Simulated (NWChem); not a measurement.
System: HfCl$_{3}$F; SMILES [F][Hf]([Cl])([Cl])[Cl]

def2 effective core potentials on Hf; no spin-orbit coupling.

Problem. Give the equilibrium geometry at PBE0/def2-SVP with def2 effective core potentials on Hf (NWChem) as a Z-matrix, with the point group.

Solution. point group C3v; any orientation.
```
Hf
F 1 1.8895
Cl 1 2.3335 2 108.81
Cl 1 2.3335 2 108.81 3 -120.00
Cl 1 2.3335 2 108.81 3 120.00
```
